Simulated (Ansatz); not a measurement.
Reactions of ClGeH5O2Si, SMILES `O[SiH](Cl)[O][GeH3]`.

Computed with Ansatz on PBE0-D4/def2-TZVP structures; ΔE is electronic, products minus reactants. CBS: MP2 limit from def2 TZ/QZ plus the TZ coupled-cluster correction, frozen cores. This one scheme is used for every species. For Ge outer-core shells are correlated without core-valence functions, which leaves a few kJ/mol of doubt a bond. Scalar relativity is left out up to krypton. Each species was taken in one conformer, which may not be the lowest.

(1) Order these by ΔE at CCSD(T)/CBS, lowest first. (Estimate.)
A. `O[SiH](Cl)[O][GeH3]` + H₂ → `O[SiH2][O][GeH3]` + HCl
B. `O[SiH](Cl)[O][GeH3]` + H–F → `O[SiH](F)[O][GeH3]` + HCl
C. `O[SiH](Cl)[O][GeH3]` → `[OH][Ge]([OH])([SiH3])[Cl]`
D. `O[SiH](Cl)[O][GeH3]` → `[OH][GeH2][SiH](O)Cl`
E. `O[SiH](Cl)[O][GeH3]` + `SBCl` → `Cl[SiH](Cl)[O][GeH3]` + `OBS`
F. `O[SiH](Cl)[O][GeH3]` → `[OH][GeH3]` + `O[Si]Cl`
G. `O[SiH](Cl)[O][GeH3]` + `O[SiH](O)O` → `O[SiH](O)O[SiH](O)Cl` + `[OH][GeH3]`

Largest T1 diagnostic: 0.014, for `O[Si]Cl`.

Answers

(1) B (-48.1 kJ/mol), E (-27.0 kJ/mol), G (+1.4 kJ/mol), A (+99.6 kJ/mol), D (+126.8 kJ/mol), C (+181.8 kJ/mol), F (+273.0 kJ/mol).
